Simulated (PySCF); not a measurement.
SMILES C=C/C=C/B(C)C, C₆H₁₁B

Molfile (atoms numbered from 1):
```
C6H11B
     RDKit          3D

 18 17  0  0  0  0  0  0  0  0999 V2000
    3.5962    0.5367    0.3088 C   0  0  0  0  0  0  0  0  0  0  0  0
    2.6050   -0.2837   -0.0721 C   0  0  0  0  0  0  0  0  0  0  0  0
    1.2129    0.1176   -0.1503 C   0  0  0  0  0  0  0  0  0  0  0  0
    0.1914   -0.6848   -0.5309 C   0  0  0  0  0  0  0  0  0  0  0  0
   -1.3018   -0.2451   -0.5942 B   0  0  0  0  0  0  0  0  0  0  0  0
   -2.3870   -1.3344   -0.9420 C   0  0  0  0  0  0  0  0  0  0  0  0
   -1.7563    1.2363   -0.3171 C   0  0  0  0  0  0  0  0  0  0  0  0
    3.3934    1.5760    0.5860 H   0  0  0  0  0  0  0  0  0  0  0  0
    4.6349    0.2013    0.3559 H   0  0  0  0  0  0  0  0  0  0  0  0
    2.8349   -1.3203   -0.3451 H   0  0  0  0  0  0  0  0  0  0  0  0
    1.0004    1.1577    0.1285 H   0  0  0  0  0  0  0  0  0  0  0  0
    0.4596   -1.7178   -0.7966 H   0  0  0  0  0  0  0  0  0  0  0  0
   -2.0683   -1.9932   -1.7671 H   0  0  0  0  0  0  0  0  0  0  0  0
   -3.3896   -0.9394   -1.1639 H   0  0  0  0  0  0  0  0  0  0  0  0
   -2.4842   -1.9989   -0.0618 H   0  0  0  0  0  0  0  0  0  0  0  0
   -2.6372    1.2595    0.3467 H   0  0  0  0  0  0  0  0  0  0  0  0
   -2.1096    1.6609   -1.2756 H   0  0  0  0  0  0  0  0  0  0  0  0
   -0.9944    1.9197    0.0852 H   0  0  0  0  0  0  0  0  0  0  0  0
  1  2  2  0
  2  3  1  0
  3  4  2  0
  4  5  1  0
  5  6  1  0
  5  7  1  0
  1  8  1  0
  1  9  1  0
  2 10  1  0
  3 11  1  0
  4 12  1  0
  6 13  1  0
  6 14  1  0
  6 15  1  0
  7 16  1  0
  7 17  1  0
  7 18  1  0
M  END
```

Method: quadratic response CAM-B3LYP/aug-cc-pVDZ first hyperpolarisability, Taylor convention, gas phase in PySCF 2.14.0. Geometry: PBE0-D3(BJ)/def2-SVP.

Q: Give the tensor of the static β(0;0,0) in the axes of these coordinates.

A: In au, Taylor convention; rows are the first index (the induced dipole):
|  | xx | yy | zz | xy | xz | yz |
| --- | --- | --- | --- | --- | --- | --- |
| x | +597.7 | -35.5 | -7.3 | -41.7 | +75.7 | -9.5 |
| y | -41.7 | +14.2 | +5.3 | -35.5 | -9.5 | +0.6 |
| z | +75.7 | +0.6 | -4.9 | -9.5 | -7.3 | +5.3 |

Norm of βᵢ = ⅓ Σⱼ (βᵢⱼⱼ + βⱼᵢⱼ + βⱼⱼᵢ): 559.9 au, hyper-Rayleigh value 246.0 au.
